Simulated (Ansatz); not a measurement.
Reaction (ligand exchange at the Si–C bond): `OC([SiH3])N[SiH3]` + `OC[SiH2]O` → `OC[SiH2]O[SiH3]` + `OCN[SiH3]`

Gas-phase electronic energies from Ansatz, PBE0-D4/def2-TZVP geometries. CCSD(T)/CBS is the MP2 limit (def2-TZVPP, def2-QZVPP) plus CCSD(T) − MP2 in def2-TZVPP, frozen cores. Functionals use def2-TZVPP. B3LYP here is the variant with VWN-RPA as its local correlation; programs differ in this. Each species was taken in one conformer, which may not be the lowest.

Q: Is it downhill or uphill in electronic energy at CCSD(T)/CBS, and by how much? (Best estimate.)

A: Computed: Downhill: ΔE = -132.9 kJ/mol.

Q: What do these levels give: r2SCAN-D4, B3LYP-D4, PBE0, HF/def2-TZVPP, MP2/def2-TZVPP, SCS-MP2/def2-TZVPP, CCSD(T)/def2-TZVPP, MP2/def2-QZVPP, SCS-MP2/def2-QZVPP, HF/CBS(def2), MP2/CBS(def2), CCSD/CBS(def2)? (An estimate is asked.)

A: Ansatz gave: r2SCAN-D4 -128.5, B3LYP-D4 -132.9, PBE0 -123.6, HF/def2-TZVPP -164.3, MP2/def2-TZVPP -136.2, SCS-MP2/def2-TZVPP -141.5, CCSD(T)/def2-TZVPP -133.9, MP2/def2-QZVPP -136.3, SCS-MP2/def2-QZVPP -141.5, HF/CBS(def2) -166.4, MP2/CBS(def2) -135.2, CCSD/CBS(def2) -137.9 kJ/mol.

Largest T1 diagnostic among the species: 0.012.

In def2-TZVPP, CCSD(T) changes the Hartree–Fock value by +30.3 kJ/mol (the triples alone add +5.0 kJ/mol) and MP2 by +28.0 kJ/mol. From PBE to PBE0 (25 % exact exchange), in def2-TZVPP and without D4, ΔE moves by −10.8 kJ/mol.
